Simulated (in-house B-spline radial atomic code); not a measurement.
A fraction x of an electron is moved 3d → 4f in the molybdenum ion Mo⁵⁺, starting from [Kr] 4d1 and keeping the highest spin. Computed with a radial B-spline atomic code at the basis-set limit: scalar-relativistic (X2C) B97-1, spin-polarised, spherical fractional occupations, Fermi nucleus of rms radius 4.4091 fm.

Caution: exact exchange at fractional occupations of open shells leaves self-interaction of up to several eV.

| x | E(x) - E(0) (eV) | 3d down level (eV) | 4f up level (eV) |
| --- | --- | --- | --- |
| 0 | 0.0000 | -293.899 | - |
| 0.125 | 33.4664 | -297.053 | -27.936 |
| 0.25 | 67.2799 | -300.179 | -28.289 |
| 0.375 | ? | ? | ? |
| 0.5 | 135.9311 | -306.357 | -29.065 |
| 0.625 | 170.7584 | -309.412 | -29.470 |
| 0.75 | 205.9153 | -312.444 | -29.878 |
| 0.875 | ? | ? | ? |
| 1 | 277.2065 | -318.438 | -30.688 |

(1) What belongs in the row x = 0.375?

(2) What belongs in the row x = 0.875?

(3) Check Janak's theorem between x = 0.125 and 0.25.

Answers

(1) An energy change of 101.4368 eV; 3d down at -303.280 eV, 4f up at -28.668 eV.

(2) An energy change of 241.3989 eV; 3d down at -315.452 eV, 4f up at -30.284 eV.

(3) The slope of the energy is 270.51 eV; the orbital levels give 270.50 eV (ε of the receiving orbital less ε of the emptying one, averaged over the two points).
